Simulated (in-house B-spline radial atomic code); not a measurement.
The numbers below are computed, except where a source is named.
## C6 from the polarisability at imaginary frequency: neutral palladium

wB97X linear response of the closed shell [Kr] 4d10, from an all-electron radial atomic-structure program (B-spline basis); scalar-relativistic (spin-free one-electron X2C), finite nucleus, no spin-orbit coupling; shells from n = 2 respond.

The dispersion coefficient of two like species is C6 = (3/π) ∫ α(iu)² du from 0 to ∞.

| u (hartree) | α(iu) (bohr³) |
| --- | --- |
| 0 | 26.78 |
| 0.03 | 26.37 |
| 0.07 | 24.77 |
| 0.12 | 21.98 |
| 0.2 | 17.78 |
| 0.3 | 14.03 |
| 0.45 | 10.53 |
| 0.7 | 7.27 |
| 1 | 5.136 |
| 1.5 | 3.258 |
| 2.5 | 1.663 |
| 5 | 0.5711 |

**Question.** Fit one oscillator, α(iu) = α(0)/(1 + u²/ω²), through u = 0.3 and estimate C6.

**Answer.** From α(0)/α(iu) − 1 = 26.78/14.03 − 1 = 0.9088, ω = u/√0.9088 = 0.3147 hartree (8.6 eV). London's formula gives C6 = (3/4) α(0)² ω = 0.75 × 26.78² × 0.3147 = 169.3 hartree·bohr⁶, and the oscillator holds f = α(0) ω² = 2.65 electrons, of a sum of oscillator strengths of 44.5.

**Question.** How does that compare with the full integral?

**Answer.** The program's quadrature over all excitations gives C6 = 192.6, so the single oscillator is off by -12.1 %. At the last point the fit gives α = 0.106 against 0.571: higher excitations, and deeper shells where there are any, keep the true curve higher at large u.
